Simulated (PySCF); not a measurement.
# State search for SiGe⁺

Unrestricted PBE0; Si def2-TZVPPD, Ge def2-TZVPPD; no relativity (PySCF 2.14). Outer shells of the fragments: Si 3s2 3p2; Ge+ 3d10 4s2 4p1.

Followed along the bond (rough minima from three points):

```
2Ms+1   unpaired  ⟨S²⟩ at the start  R at minimum (Å)  Te (eV)
    4  σ ↑, π ↑↑               3.75              2.35     0.00
    2  σ ↓, π ↑↑               1.78              2.34     0.36
    2  σ ↑, π ↑↓               1.77              2.35     0.38
    2        π ↑               0.75              2.55     0.61
    2        σ ↑               0.76              2.38     1.08
```

Solutions found at the starting distance of 2.375 Å, counted from the lowest of them; the search is not exhaustive and high or unbound solutions are not listed, so other states can lie among these:

| 2Ms+1 | unpaired | term | E (eV) | ⟨S²⟩ | ⟨Lz²⟩ | μ (D) |
| --- | --- | --- | --- | --- | --- | --- |
| 4 | σ ↑, π ↑↑ | ⁴Σ⁻ | 0.00 | 3.75 | 0.00 | -2.21 |
| 2 | σ ↓, π ↑↑ | mixed | 0.36 | 1.78 | 0.00 | -2.21 |
| 2 | σ ↑, π ↑↓ | mixed | 0.38 | 1.77 | 2.02 | -2.20 |
| 2 | π ↑ | ²Π | 0.73 | 0.75 | 1.01 | -2.21 |
| 2 | σ ↑ | mixed | 1.07 | 0.76 | 2.00 | -2.28 |
| 2 | π ↑ | ²Π | 1.69 | 0.76 | 1.01 | -2.24 |

A term symbol is given only where ⟨S²⟩ and ⟨Lz²⟩ are close to those of a pure state; real π, δ and φ orbitals otherwise mix terms. A positive dipole points towards Ge; it is taken about the centre of mass and depends on that origin.

Spin–orbit coupling is left out.
